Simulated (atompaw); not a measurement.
# Pseudopotential generation for Al (Z = 13): PAW (atompaw), PBEsol, scalar-relativistic.

aluminium (Al), PAW, made with atompaw 4.2.0.5 (PBEsol, scalar-relativistic). Core [Ne], reference 3s1 3p0 (charge +2). Waves: 3s (bound); 3s channel at -0.75 Ry; 3p (bound, empty); 3p channel at -0.5 Ry; 3d channel at 0.4 Ry; 3d channel at 1.85 Ry. Local part: vpsmatchnc scheme with l = 3 at 0 Ry, radius 2.55 bohr. Core correction: smooth core density matched at 1.85 bohr. Augmentation charge: gaussian compensation charge, radius 2.10 bohr; PAW radius 2.65 bohr; waves and projectors: bloechl.

**Question.** Is a potential produced?

**Answer.** No. atompaw 4.2.0.5 stopped with "atompaw: terminating projector 1000": the iteration for the Blöchl projector did not settle.
